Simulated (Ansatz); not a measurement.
Gas-phase electronic energies from Ansatz, PBE0-D4/def2-TZVP geometries. CCSD(T)/CBS adds triple-zeta CCSD(T) − MP2 to the extrapolated MP2 energy (def2 sets, frozen cores). This one scheme is used for every species. One conformer a species, not always the lowest.

Reaction (silylene formation by 1,1-elimination): `N[SiH](F)[Si](N)(Cl)Cl` → `N[SiH](Cl)Cl` + `N[Si]F`

```tsv
species	CCSD(T)/CBS(def2) energy (Eh)
`N[SiH](F)[Si](N)(Cl)Cl`	-1710.17505
`N[SiH](Cl)Cl`	-1265.28357
`N[Si]F`	-444.84306
```

**Question.** Work out ΔE.

**Answer.** ΔE = (-1265.28357) + (-444.84306) − (-1710.17505) = 0.04842 Eh = +30.4 kcal/mol.

Largest T1 diagnostic among the species: 0.014.

From PBE to PBE0 (25 % exact exchange), in def2-TZVPP and without D4, ΔE moves by +2.6 kcal/mol. The D4 term adds +5.7 kcal/mol with B3LYP and +3.2 kcal/mol with PBE0; it sums over pairs of atoms, weighted by their polarisabilities, and B3LYP, whose exchange is more repulsive, gets the larger term. In def2-TZVPP, CCSD(T) changes the Hartree–Fock value by +3.3 kcal/mol (the triples alone add +0.7 kcal/mol) and MP2 by +5.7 kcal/mol.

B3LYP here is the variant with VWN-RPA as its local correlation; programs differ in this.
